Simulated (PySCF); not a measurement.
F₂H₄O₃Si₂. Atoms are numbered in the order given.

```xyz
11

Si     1.2326     0.6017     0.1887
F      2.1890    -0.4033    -0.6636
F      1.1513     1.9778    -0.6682
Si    -0.8704    -0.4000     0.2102
O     -1.1068    -1.1124    -1.2691
O     -2.1508     0.6185     0.4290
O     -0.8087    -1.4403     1.4882
H      1.9220     0.9148     1.4661
H     -0.3532    -1.5781    -1.6466
H     -2.5367     0.9914    -0.3697
H     -1.6356    -1.8489     1.7668
```

Geometry: PBE0-D3(BJ)/def2-SVP. This is a generated structure with no PubChem entry under its InChIKey; it may be hypothetical. One conformer was computed; it need not be the lowest.

These are PBE/def2-TZVP (PySCF) values and carry that method's errors.

The molecule is in vacuum.

```json
{
  "total_energy": "-1006.53150 hartree",
  "highest_occupied_level": "-6.97 eV",
  "lowest_empty_level": "-1.37 eV",
  "orbital_gap": "5.60 eV",
  "dipole_moment": "1.82 D",
  "quadrupole, principal values (traceless, Buckingham form, about the centre of nuclear charge)": "-1.59, 0.43, 1.16 D·Å",
  "mean_static_polarisability": "60.1 bohr³ (8.90 Å³)",
  "polarisability_principal_values": "55.5, 57.2, 67.5 bohr³"
}
```
